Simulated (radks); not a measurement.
Results of a calculation; reference values are marked as such.
Spin polarisation of the 5d4 shell in W. Start: [Xe] 4f14 5d(up 2, down 2) 6s2; electrons of 5d are moved from spin down to spin up, other shells keep equal spins. Level of theory: scalar-relativistic Kohn-Sham, r2SCAN, spin-polarised, spherical densities, finite nucleus; meta-GGA in the generalised Kohn-Sham scheme; Fermi nuclear charge, rms radius of each element as measured or else 0.836 A^(1/3) + 0.57 fm (a radial shooting solver on a logarithmic mesh with Libxc functionals).

moment (Bohr magnetons)  E - E(0) (eV)  e(5d up) (eV)  e(5d down) (eV)  6s down minus up (eV)  4f down minus up (eV)
0                                0.000         -4.499           -4.499                  0.000                  0.000
1                               -0.199         -4.871           -4.074                  0.391                  0.103
2                               -0.798         -5.189           -3.588                  0.785                  0.206
3                               -1.804         -5.458           -3.026                  1.214                  0.309
4                               -3.227         -5.671           -2.430                  1.707                  0.410

At moment 4 the spin-polarisation energy is -3.227 eV and the 5d exchange splitting 3.241 eV, that is 0.810 eV per Bohr magneton; E = -I m^2/4 would give I = 0.807 eV.
